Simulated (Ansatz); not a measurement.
Abridged output of a molecular run in Ansatz:

```
Functional definition: HF
1890 factors; integrals over basis functions are off by at most 8.6e-4 eV
mean field evaluation 1: about -62042.7655 eV, gradient 5.8e1 eV
mean field evaluation 2: about -62043.0547 eV, gradient 5.8e1 eV
mean field evaluation 4: about -62049.9488 eV, gradient 8.5e0 eV
mean field evaluation 8: about -62050.1624 eV, gradient 1.1e0 eV
mean field evaluation 16: about -62050.1723 eV, gradient 2.0e-6 eV
mean field -62050.17228057 eV, -2280.3017721934 hartree, gradient 2.5e-6 eV, S^2 0.000000; 0 other end points of the search recorded, 0 dependent functions left out
22 core orbitals not correlated: weight in the atoms' cores, before any rotation towards them, 1.000 or more for the frozen orbitals, at most 0.000 for the correlated occupied ones
reference -62050.17228057 eV, -2280.3017721934 hartree; 23, 23 occupied and 263, 263 virtual orbitals, 1890 factors
second order -38.62941743 eV of doubles, -0.00000000 eV of singles
cycle   1  -37.71552994 eV  change    9.1e-1 eV  update   3.1e-1
cycle   2  -39.21488744 eV  change    -1.5e0 eV  update   2.5e-1
cycle   3  -39.61649847 eV  change   -4.0e-1 eV  update   6.9e-2
cycle   4  -39.64584302 eV  change   -2.9e-2 eV  update   2.9e-2
cycle   5  -39.62057373 eV  change    2.5e-2 eV  update   1.4e-2
cycle   6  -39.60959347 eV  change    1.1e-2 eV  update   6.5e-3
cycle   7  -39.61130598 eV  change   -1.7e-3 eV  update   3.8e-3
cycle   8  -39.61194428 eV  change   -6.4e-4 eV  update   2.1e-3
cycle   9  -39.61238781 eV  change   -4.4e-4 eV  update   9.4e-4
cycle  10  -39.61370252 eV  change   -1.3e-3 eV  update   4.2e-4
cycle  11  -39.61317427 eV  change    5.3e-4 eV  update   2.4e-4
cycle  12  -39.61272316 eV  change    4.5e-4 eV  update   1.3e-4
cycle  13  -39.61292866 eV  change   -2.1e-4 eV  update   5.6e-5
cycle  14  -39.61276954 eV  change    1.6e-4 eV  update   3.7e-5
cycle  15  -39.61278007 eV  change   -1.1e-5 eV  update   1.1e-5
perturbative correction -2.26051807 eV, -0.0830725067 hartree
Total energy: -62092.04557870 eV, -2281.8405875173 hartree
```

Its atoms:

```xyz
10

C    -0.278    1.930    0.033
S    -0.021    0.661   -1.245
Ti    0.151   -1.153    0.070
O     0.432   -2.476   -1.027
Cl    1.814   -0.822    1.470
Cl   -1.720   -1.364    1.210
H    -1.121    1.674    0.673
H     0.624    2.051    0.633
H    -0.496    2.863   -0.486
H     0.615   -3.364   -1.332
```

Task: Which basis set was used?
A. def2-TZVPP
B. def2-SVP
C. def2-TZVPPD
D. def2-QZVPP

Result: A. It gives 308 functions.

Task: Write the keys of the input that set method, charge and spin (a neutral closed shell needs none for the last two).

Result: 
```yaml
correlation: {method: ccsd_t}
```
